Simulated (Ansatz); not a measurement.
InTe3. Total charge 0; doublet. Geometry PBE-D4/def2-SVP; atoms count from 1.

```xyz
4

In   -0.732   -0.335   -0.704
Te   -2.280    0.996   -2.244
Te    1.973    0.851    1.899
Te    1.039   -1.512    1.049
```

In the def2 sets In, Te take a core potential; there is no spin–orbit coupling. Another isomer (doublet) lies 0.74 eV lower at PBE0-D4/def2-TZVP; other spin states weren't run for this one.

(1) Estimate the Mulliken populations from the PBE0/def2-TZVP orbitals of Ansatz.

(2) Where does the spin sit?

(3) And the Mayer bond orders between bonded heavy atoms (over 0.3)?

Answers

(1) 
| atom | charge (e) | spin (α − β) |
| --- | --- | --- |
| In1 | 0.46 | -0.02 |
| Te2 | -0.33 | 0.01 |
| Te3 | -0.05 | 0.80 |
| Te4 | -0.08 | 0.21 |
Mulliken values and Mayer orders depend strongly on the basis.

(2) Summed by element: In -0.02, Te 1.02, of 1 unpaired in all. Largest on single atoms: Te3 0.80, Te4 0.21, In1 -0.02.

(3) In1–Te2 1.89 (2.56 Å); In1–Te4 0.93 (2.76 Å); Te3–Te4 1.44 (2.68 Å).
